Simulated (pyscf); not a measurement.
**H₂N–SiH(NH₂)–SH, singlet**

Gas-phase minimum from PySCF at ωB97X-D3(BJ)/def2-SVP, one conformer. 

```
Si
N 1 1.7219
H 2 1.0145 1 119.67
H 2 1.0150 3 111.33 1 146.96
N 1 1.7227 2 105.75 3 -164.15
H 5 1.0138 1 120.12 2 -165.01
H 5 1.0147 6 112.24 1 149.74
H 1 1.4908 2 105.60 3 -35.98
S 1 2.1535 8 101.93 2 -125.43
H 9 1.3478 1 94.57 8 -174.86
```
Charge 0, spin multiplicity 1.

Properties at ωB97X-D3(BJ)/def2-SVP:

```
Quantity                                                                                                                                                                                                                                             Value
---------------------------------------------------------------------------------------------------------------------  -----------------------------------------------------------------------------------------------------------------------------------
Harmonic wavenumbers, unscaled                                                                                         182, 221, 231, 274, 313, 399, 409, 442, 507, 677, 754, 817, 827, 898, 922, 960, 1540, 1550, 2250, 2756, 3617, 3620, 3715, 3724 cm⁻¹
Zero-point energy                                                                                                                                                                                                                            45.2 kcal/mol
Rotational symmetry number                                                                                                                                                                                                                               1
Entropy of this conformer at 298 K and 1 atm, rigid rotor and harmonic oscillator, modes under 100 cm⁻¹ raised to 100                                                                                                                      333.3 J/(mol K)
Dipole moment                                                                                                                                                                                                                                       2.27 D
```

Single-point totals, which compare only within one level (frozen core for MP2 and CC):

| level | total energy (hartree) |
|---|---|
| ωB97X-D3(BJ)/def2-TZVP | -801.05192 |
| PBE/def2-TZVP | -800.50771 |
| r²SCAN/def2-TZVP | -800.85462 |
| B3LYP-D3(BJ)/def2-TZVP | -801.02654 |
| PBE0-D3(BJ)/def2-TZVP | -800.58638 |
| M06-2X/def2-TZVP | -800.88228 |
| ωB97M-D3(BJ)/def2-TZVP | -801.09125 |
| HF/def2-TZVPP | -799.03483 |
| MP2/def2-TZVPP | -799.76833 |
| CCSD/def2-TZVPP | -799.81132 |
| CCSD(T)/def2-TZVPP | -799.84249 |

Soft torsions are taken as harmonic, which can shift the entropy by several J/(mol K). The CCSD(T) − MP2 part came from Ansatz, without density fitting, on the same reference.
